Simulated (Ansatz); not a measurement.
`CC(N)O[SiH3]` + H–F → `NC(F)O[SiH3]` + CH₄  (substitution at a C–C bond)

Calculated with Ansatz (gas phase, PBE0-D4/def2-TZVP geometries, no zero-point term in ΔE). CCSD(T)/CBS adds triple-zeta CCSD(T) − MP2 to the extrapolated MP2 energy (def2 sets, frozen cores). This one scheme is used for every species. DFT in def2-TZVPP. One conformer a species, not always the lowest.

CCSD(T)/CBS gives -0.3 kJ/mol.

Task: Another level gave -22.2 kJ/mol. Which?
A. revPBE-D4/def2-TZVPP
B. revPBE/def2-TZVPP
C. BLYP/def2-TZVPP
D. PBE-D4/def2-TZVPP

Result: B. revPBE -22.2, PBE-D4 -14.3, BLYP -29.7, revPBE-D4 -8.2 kJ/mol.

Largest T1 diagnostic among the species: 0.012.

Leaving LDA and LC-ωPBE aside and taking each functional with its dispersion term where it has one, the values, not all of them listed here, spread over 14.5 kJ/mol, from B97M-V to PBE-QIDH. LDA lies +5.0 kJ/mol from PBE without D4. In def2-TZVPP, CCSD(T) changes the Hartree–Fock value by +23.4 kJ/mol (the triples alone add +1.4 kJ/mol) and MP2 by +30.5 kJ/mol. From r2SCAN to r2SCAN0 (25 % exact exchange), in def2-TZVPP and without D4, ΔE moves by +4.7 kJ/mol.

CCSD(T)/CBS has its own doubt, a few kJ/mol and more with outer-core shells, so smaller differences from it don't rank the levels.
